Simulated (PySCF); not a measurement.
Compound: C2H7AlNO (charge -1).
Bonds: C1–C2, C2–O3 (double), C2–N4, N4–Al5. Hydrogens: H6, H7, H8 on C1; H9 on N4; H10, H11, H12 on Al5.

The computed photoelectron lines, unassigned: C 1s: 287.26 (area 1), 288.87 (area 1) eV; N 1s: 399.84 eV; O 1s: 532.22 eV; Al 1s: 1560.51 eV.

The calculation used PySCF 2.14.0, delta-SCF UKS SCAN, pcX-2 on the ionised atom, pcseg-1 elsewhere, spin-free X2C. The structure is a single PBE0-D3(BJ)/def2-SVP conformer in the gas phase; no vibrational or solvent corrections. The geometry's basis has no diffuse functions, a weakness for an anion.

Question: Order the carbon atoms by C 1s binding energy.

Answer: 287.26 eV: C1 (methyl carbon next to a carbonyl); 288.87 eV: C2 (amide carbonyl carbon). Lowest listed C 1s: C1, bonded to C and 3 H. Highest, 1.61 eV above it: C2, bonded to O (double bond), N and C. Summing the Pauling electronegativity differences to the bonded atoms, each weighted by its formal bond order, gives -1.05 for the lowest site and +2.27 for the highest.

Bonded neighbours of each site: C1: C and 3 H; C2: O (double bond), N and C; O3: C (double bond); N4: C, H and Al; Al5: N and 3 H.

Question: What is the longest wavelength that can ionise O 1s of O3 vertically?

Answer: λ = hc/E = 12398.42 eV Å / 532.22 eV = 23.296 Å.

The species carries charge -1, so core ionisation leaves a neutral species. The basis sets have no added diffuse functions.

The values belong to the conformer `[CH3:1][C:2](=[O:3])[NH:4][AlH3-:5]`: C1–C2–N4–Al5 180°.
